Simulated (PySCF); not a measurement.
**Ionisation energy of Hf⁵⁵⁺ by level of theory**

Hf⁵⁵⁺ [Ne] 3s2 3p5 (2P) → Hf⁵⁶⁺ [Ne] 3s2 3p4 (3P), as a difference of total energies. All numbers are calculated (PySCF 2.14, the spin-free X2C one-electron Hamiltonian (Gaussian nucleus), in an even-tempered Gaussian basis (17 s from 14 bohr⁻², ratio 2.5; 12 p from 18 bohr⁻², ratio 2.5; 4 d from 74 bohr⁻², ratio 2.7; 4 f from 110 bohr⁻², ratio 2.7)). Correlated levels: outer shells: 1s2 frozen; virtual orbitals above 40 to 60 times the deepest correlated orbital energy dropped. The calculations carry no spin-orbit coupling.

| method | ionisation energy (eV) |
| --- | --- |
| UHF | 5563.1 |
| LDA | 5564.9 |
| PBE | 5565.9 |
| PBE0 | 5565.7 |
| r2SCAN | 5566.2 |
| B3LYP | 5566.1 |
| BHandHLYP | 5565.4 |
| MP2 (outer shells) | 5564.2 |
| SCS-MP2 (outer shells) | 5564.1 |

Spin-orbit coupling is strong in these open shells (close to jj coupling). The scalar numbers leave it out and a first-order estimate fails, so it can dominate the gap to the real levels.

Breit and QED terms and the two-electron picture change are absent.

For comparison: 5468 ± 5 eV (theoretical estimate listed by NIST; NIST Atomic Spectra Database, ionization energies).
